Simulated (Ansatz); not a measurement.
`CN[SiH2]Cl` + HCl → dichlorosilane + CH₃NH₂ at 600 K and 1 bar (ligand exchange at the Si–N bond).

Computed with Ansatz on PBE0-D4/def2-TZVP structures; ΔE is electronic, products minus reactants. CBS: MP2 limit from def2 TZ/QZ plus the TZ coupled-cluster correction, frozen cores. This one scheme is used for every species. Each species was taken in one conformer, which may not be the lowest.

```json
{"species": "`CN[SiH2]Cl`", "CCSD(T)/CBS energy (Eh)": "-845.29269", "H − E (kJ/mol)": "248.4", "S (J/(mol·K))": "411.7"}
{"species": "HCl", "CCSD(T)/CBS energy (Eh)": "-460.38127", "H − E (kJ/mol)": "35.4", "S (J/(mol·K))": "207.2"}
{"species": "`Cl[SiH2]Cl`", "CCSD(T)/CBS energy (Eh)": "-1209.93203", "H − E (kJ/mol)": "89.6", "S (J/(mol·K))": "338.0"}
{"species": "CH₃NH₂", "CCSD(T)/CBS energy (Eh)": "-95.75281", "H − E (kJ/mol)": "199.3", "S (J/(mol·K))": "283.8"}
```

H − E and S are ideal-gas, rigid-rotor, harmonic terms from PBE0-D4/def2-TZVP, for one conformer and one mirror image of each species. 1 Eh = 2625.50 kJ/mol, R = 8.31446 J/(mol·K).

**Question.** By hand: ΔE, ΔH, ΔS and ΔG.

**Answer.** ΔE = (-1209.93203) + (-95.75281) − (-845.29269) − (-460.38127) = -0.01088 Eh = -28.6 kJ/mol. Δ(H − E) = 89.6 + 199.3 − 248.4 − 35.4 = 5.1, so ΔH = -23.5 kJ/mol. ΔS = 338.0 + 283.8 − 411.7 − 207.2 = 2.9 J/(mol·K). ΔG = -23.5 − 600 × (2.9)/1000 = -25.2 kJ/mol.

**Question.** By hand: the equilibrium constant, and the temperature at which ΔG would vanish if ΔH and ΔS stayed fixed.

**Answer.** log₁₀ K = −ΔG/(RT ln 10) = 2.2. ΔH and −TΔS have one sign here, so there is no such temperature.

The number of gas molecules stays the same, so ΔS is small and ΔH decides. A doubt of 5 kJ/mol in ΔE shifts log₁₀ K by 0.4 here. Other conformers and mirror images would add mixing entropy, several J/(mol·K) or more a flexible species. These are equilibria of isolated gas molecules and say nothing of rates. Largest T1 diagnostic: 0.010 (customary marks: 0.02 for closed shells, 0.045 for open ones).

ΔS is within the doubt of such terms, so its sign, and with it that verdict, could turn.
